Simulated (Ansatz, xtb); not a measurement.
**C2H8GeO+: which of two isomers lies lower**

Structure I is the doublet with the links of `[CH3][Ge]([CH3])[OH2+]` and structure II is the doublet with the links of `C[CH2][GeH][OH2+]`. Both are isolated ions in the gas phase, relaxed with PBE0-D3(BJ)/def2-SVP; the shapes shown needn't be the lowest conformers.

I (Å):

```
atom    x (Å)    y (Å)    z (Å)
   C   0.2163   0.9886  -1.6455
   C  -1.6344  -1.2778  -0.0556
  Ge  -0.1765   0.0024  -0.0210
   O   1.3721  -1.3544  -0.1528
   H   0.2595   0.2831  -2.4905
   H  -0.6099   1.6987  -1.8076
   H   1.1527   1.5578  -1.5682
   H  -1.5322  -1.9119  -0.9507
   H  -1.6665  -1.8937   0.8535
   H  -2.5734  -0.7058  -0.1214
   H   1.4090  -2.1349   0.4234
   H   2.2820  -1.0653  -0.3289
```

II (Å):

```xyz
12

C     0.2125   -0.0784   -2.0346
C     0.4072   -1.3609   -1.2367
Ge   -0.8734   -1.4982    0.2392
O    -0.3792    0.1880    1.2891
H    -0.7976    0.0008   -2.4629
H     0.4075    0.8224   -1.4353
H     0.9232   -0.0724   -2.8770
H     0.2168   -2.2680   -1.8370
H     1.4215   -1.4694   -0.8214
H    -2.3148   -0.9924   -0.0317
H    -1.0512    0.7166    1.7500
H     0.4636    0.2752    1.7631
```

Energies in hartree; the thermal terms are from PBE0-D3(BJ)/def2-SVP harmonic frequencies (ideal gas, rigid rotor, one conformer each, 298.15 K, 1 atm) and include the zero-point energy:

```
                               I            II
E, CCSD(T)/def2-SVP  −2230.755264  −2230.737122
    E, MP2/def2-SVP  −2230.697818  −2230.678106
  E, MP2/def2-TZVPP  −2231.286603  −2231.261607
  zero-point energy      0.097402      0.097378
       H(298 K) − E      0.106679      0.105944
       G(298 K) − E      0.064344      0.064839
```

Question: Correct the CCSD(T) difference for the basis set by the MP2 change, then work out ΔE, ΔE₀, ΔH and ΔG for I → II in kcal/mol (1 Eh = 627.51 kcal/mol) and the equilibrium ratio [II]/[I].

Answer: 1. Differences II − I: CCSD(T) +0.018142, MP2 in the small set +0.019712, MP2 in the large set +0.024996 Eh.
2. ΔE = +0.018142 + (+0.024996 − (+0.019712)) = +0.023426 Eh = +14.70 kcal/mol.
3. ΔE₀ = ΔE + ΔZPE = +0.023426 + (−0.000024) Eh = +14.68 kcal/mol.
4. ΔH = ΔE + (−0.000735) Eh = +14.24 kcal/mol.
5. ΔG = ΔE + (+0.000495) Eh = +15.01 kcal/mol, so ΔS = (ΔH − ΔG)/T = −10.8 J/(mol K).
6. kT = 0.9442 mEh, so K = [II]/[I] = exp(−ΔG/kT) = exp(−25.34) ≈ 9.9 × 10^−12.

Structure I is favoured at this temperature. An error of 1 kcal/mol in ΔG would change K by a factor of 5.4. The basis-set step is large, which makes the value less sure. Mirror images and further conformers aren't counted.

As drawn, II has 1 C–C, 1 Ge–H in place of 1 C–Ge, 1 C–H.

Other levels gave ΔE = +3.9 (GFN2-xTB); +21.4 (HF/STO-3G, GFN2-xTB geometries); +13.7 (r2SCAN-D4/def2-SVP, GFN2-xTB geometries); +12.5 (PBE0-D3(BJ)/def2-SVP); +12.3 (HF/def2-SVP); +12.4 (MP2/def2-SVP); +11.4 (CCSD(T)/def2-SVP) kcal/mol. Open shells are spin-unrestricted. The correlated steps freeze 12 core orbitals; the filled d shell of Ge is correlated, in a basis made for valence electrons. Programs: Ansatz 0.2.0, xtb 6.7.1.
